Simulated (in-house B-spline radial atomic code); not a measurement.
Ionising Fe7+ with different functionals

Computed with an all-electron radial atomic-structure program (B-spline basis): four-component Dirac-Coulomb Hamiltonian, Fermi nucleus of rms radius 3.7377 fm, spin-restricted, spherical fractional occupations for the functionals, and exact exchange of hybrids averaged over the configuration. The ionisation energy is the difference of two self-consistent energies, [Ar] 3d1 → [Ne] 3s2 3p6, without Breit or QED terms; ε is the level of the shell that loses the electron (mean over j). The electron is taken from both j subshells in proportion to 2j + 1, so the result is a j average, not the step between ground levels.

```tsv
method	rung	ΔSCF (eV)	-ε(3d) (eV)
BHandHLYP	global hybrid	150.97	144.60
B3LYP	global hybrid	151.06	140.12
HSE06	range-separated hybrid	150.87	140.28
LC-wPBE	range-separated hybrid	150.87	142.59
```

(1) Among the functionals, which spreads more, the ΔSCF values or the orbital energies?

(2) How do they compare with the NIST value?

Answers

(1) The orbital energies: ΔSCF values span about 0.19 eV and the orbital energies 4.49 eV; here energy differences depend much less on the functional than eigenvalues do.

(2) NIST lists 151.06 eV ± 0.012 (measured, ground level to ground level). Errors run from -0.19 to +0.00 eV; B3LYP is closest (+0.00 eV), but part of that can be cancellation, since the calculations leave out Breit-QED terms, spin polarisation, the choice among j levels, multiplet and fine-structure energies.
